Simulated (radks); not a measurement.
Problem. The mean radii <r> (bohr) of the occupied orbitals of an atom or ion are listed with their occupations. Calculated with a radial shooting solver on a logarithmic mesh with Libxc functionals: scalar-relativistic Kohn-Sham, PBE, spin-polarised, spherical densities, finite nucleus; Fermi nuclear charge, rms radius of each element as measured or else 0.836 A^(1/3) + 0.57 fm.

orbital  occ.      <r>
1s down     1  0.03609
1s up       1  0.03609
2s up       1   0.1581
2s down     1   0.1580
2p up       3   0.1377
2p down     3   0.1377
3s up       1   0.4432
3s down     1   0.4432
3p up       3   0.4458
3p down     3   0.4458
3d up       5   0.4331
3d down     5   0.4330
4s up       1    1.165
4s down     1    1.155
4p up       3    1.310
4p down     3    1.298
4d up       4    2.032

Name the element and its charge. Open shells, if any, are filled with parallel spins first.

Solution. Z = 41, niobium, charge +1: Nb+ in [Kr] 4d4. The 1s radius gives Z: for a bare nucleus <r> = (2 gamma + 1)/(2Z) with gamma = sqrt(1 - (Z/c)^2), 0.03547 bohr for Z = 41, and screening makes it slightly larger (0.03609 here). The occupations add up to 40, and the charge is Z minus that.
